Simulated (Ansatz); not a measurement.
The cluster WO4H2, 7 atoms. Hardware: 4 threads of Arm Neoverse V2 on a shared host.

In the def2 sets W takes a core potential; there is no spin–orbit coupling. Correlated methods freeze 4 core orbitals; core or outer-core shells of W are correlated, in sets that lack core-valence functions.

**Question.** How many basis functions does each of these Ansatz runs have, and roughly what does it cost? r2SCAN-D4/def2-TZVP, charge 1 doublet at the geometry of the charge 0 singlet, energy, from earlier orbitals; PBE0-D4/def2-TZVPD, charge -1 doublet at the geometry of the charge 0 singlet, energy, from earlier orbitals; ωB97X-V/def2-TZVP, charge 0 singlet, energy, from earlier orbitals; PBE-QIDH/def2-TZVP, charge 0 singlet, energy, from earlier orbitals; r2SCAN-D4/def2-TZVP, charge 0 singlet, energy, from earlier orbitals; PBE0-D4/def2-SVP, charge 0 singlet, energy, from earlier orbitals; PBE0-D4/def2-TZVPD, charge 0 singlet, energy, from earlier orbitals; PBE-D4/def2-TZVPD, charge 0 singlet, energy, from earlier orbitals; PBE0-D4/def2-SVP, charge 0 singlet, energy with a search over starts; r2SCAN-D4/def2-TZVP, charge 0 triplet at the geometry of the charge 0 singlet, energy, from earlier orbitals; PBE-D4/def2-SVP, charge 0 singlet, energy, from earlier orbitals; LDA (SPW92)/def2-TZVP, charge 0 singlet, energy, from earlier orbitals.

**Answer.** Other jobs shared the machine, so times can vary by a factor of up to 3. A dash marks memory too small to be measured apart from the calling script's.

```tsv
run	functions	fitting or Cholesky vectors	wall time	peak host memory (GiB)
LDA (SPW92)/def2-TZVP, charge 0 singlet, energy, from earlier orbitals	176	1016	0.8 s	–
PBE-D4/def2-SVP, charge 0 singlet, energy, from earlier orbitals	98	995	0.8 s	–
PBE0-D4/def2-SVP, charge 0 singlet, energy, from earlier orbitals	98	1035	0.95 s	–
PBE0-D4/def2-SVP, charge 0 singlet, energy with a search over starts	98	1035	1.5 s	–
PBE-D4/def2-TZVPD, charge 0 singlet, energy, from earlier orbitals	221	1184	2.2 s	–
PBE0-D4/def2-TZVPD, charge 0 singlet, energy, from earlier orbitals	221	1254	2.8 s	–
r2SCAN-D4/def2-TZVP, charge 0 singlet, energy, from earlier orbitals	176	1016	2.8 s	–
PBE-QIDH/def2-TZVP, charge 0 singlet, energy, from earlier orbitals	176	1284	3.3 s	–
ωB97X-V/def2-TZVP, charge 0 singlet, energy, from earlier orbitals	176	1072	5.5 s	–
PBE0-D4/def2-TZVPD, charge -1 doublet at the geometry of the charge 0 singlet, energy, from earlier orbitals	221	1254	6 s	0.71
r2SCAN-D4/def2-TZVP, charge 1 doublet at the geometry of the charge 0 singlet, energy, from earlier orbitals	176	1016	6 s	–
r2SCAN-D4/def2-TZVP, charge 0 triplet at the geometry of the charge 0 singlet, energy, from earlier orbitals	176	1016	6.5 s	–
```
